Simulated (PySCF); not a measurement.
Heteronuclear NMR

Geometry (Å), atoms numbered from 1 in this order:
```xyz
23

C     3.574    1.325   -0.479
Si    3.328   -0.377    0.331
C     1.564   -0.856    0.155
C     0.402   -1.173    0.039
C    -0.981   -1.475   -0.116
Si   -1.728   -1.209   -1.883
C    -3.102   -0.161   -1.052
Si   -2.227   -0.201    0.658
C    -1.393    1.431    1.126
H     4.611    1.644   -0.420
H     3.295    1.304   -1.529
H     2.967    2.084    0.007
H     4.188   -1.367   -0.337
H     3.684   -0.294    1.758
H    -1.164   -2.489    0.247
H    -2.171   -2.444   -2.535
H    -0.853   -0.444   -2.771
H    -4.074   -0.647   -1.053
H    -3.251    0.827   -1.477
H    -3.026   -0.742    1.768
H    -0.757    1.782    0.319
H    -2.123    2.204    1.342
H    -0.767    1.307    2.004
```

Computational details: GIAO PBE0/pcSseg-1 shieldings, GFN2-xTB geometry, in PySCF 2.14 (one computed conformer, no solvent, rapidly exchanging positions averaged, non-relativistic Hamiltonian).

Task: Where does ²⁹Si resonate?

Result: 
| atoms | environment | σ (ppm) | δ (ppm) |
| --- | --- | --- | --- |
| Si8 | silicon bonded to 3 C, H, in a 4-membered ring | 355.5 | -12.2 |
| Si6 | silicon bonded to 2 C, 2 H, in a 4-membered ring | 375.2 | -28.4 |
| Si2 | silicon bonded to 2 C, 2 H | 421.0 | -66.1 |

Shieldings were converted by a linear fit to measured shifts: ²⁹Si (scatter 8.9 ppm rms, 25.8 ppm with the 6 outliers that the fit left out vs TMS, solution or neat liquid). A few per cent of atoms miss by over 2 rms, more outside the fitted compound classes.

On a 500 MHz spectrometer ²⁹Si resonates near 99.3 MHz, so 1 ppm is 99.3 Hz.
